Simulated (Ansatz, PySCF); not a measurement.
Gas-phase reaction 2 R1 + R2 → 2 P1 + P2, each structure at its B3LYP-D3(BJ)/def2-TZVP stationary point, reached from a drawn start (curvature not checked).
P1, H2O (SMILES O) (charge 0, multiplicity 1):
```xyz
3

O      0.0000     0.0000     0.3896
H      0.0000     0.7650    -0.1949
H      0.0000    -0.7650    -0.1949
```
R1, H2S (SMILES S) (charge 0, multiplicity 1):
```xyz
3

S      0.00000     0.00000     0.61867
H      0.00000     0.97021    -0.30934
H      0.00000    -0.97021    -0.30934
```
R2: C3H8O2 (SMILES COCOC), charge 0, multiplicity 1.
P2: C3H8S2 (SMILES CSCSC), charge 0, multiplicity 1.

P less R. No zero-point or thermal terms. One arrangement of each flexible species, with no search for the lowest.

Frozen-core correlation throughout.

Run with Ansatz (a quantum-chemistry and plane-wave program) with Gaussian orbitals; PySCF for the D3/D4 terms. No computed number here is a measurement.

Question: One of these levels gives -19.82 kcal/mol for the reaction energy. Which?
(A) SVWN5/def2-TZVPP
(B) PBE-D4/def2-TZVPP
(C) CAM-B3LYP-D3(BJ)/def2-TZVPP
(D) MP2/cc-pV(D+d)Z

Answer: D, MP2/cc-pV(D+d)Z. The others give -25.46 (SVWN5/def2-TZVPP), -29.55 (PBE-D4/def2-TZVPP), -22.13 (CAM-B3LYP-D3(BJ)/def2-TZVPP)
